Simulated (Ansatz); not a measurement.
F5HSi2, SMILES `F[SiH](F)[Si](F)(F)F`, relaxed with RKS PBE0-D4/def2-TZVP in the Gaussian-basis code of Ansatz from a PBE-D4/def2-SVP geometry. The force threshold is 0.005 eV/Å; the program also tests the step.

Charge 0, multiplicity 1.

Start:

```xyz
8

F    -2.236    0.415    0.136
Si   -0.789    0.221    0.859
F    -0.360    1.635    1.545
Si    0.779   -0.261   -0.811
F     2.257   -0.424   -0.164
F     0.406   -1.659   -1.543
F     0.855    0.891   -1.945
H    -0.912   -0.819    1.924
```

How much energy does the relaxation release, and in how many steps? (Estimate.)

Computed: 16.26 kJ/mol, in 4 steps.

Which bonds change most? (An estimate is asked.)

The calculation gave: Si2–F3 from 1.629 to 1.586 Å; F1–Si2 from 1.629 to 1.586 Å; Si4–F6 from 1.621 to 1.578 Å; Si4–F5 from 1.621 to 1.578 Å.

Give the relaxed structure. (Best estimate.)

The calculation gave: 
```xyz
8

F    -2.202    0.414    0.158
Si   -0.790    0.227    0.855
F    -0.380    1.606    1.524
Si    0.784   -0.266   -0.813
F     2.226   -0.427   -0.191
F     0.424   -1.623   -1.536
F     0.855    0.863   -1.911
H    -0.916   -0.793    1.915
```
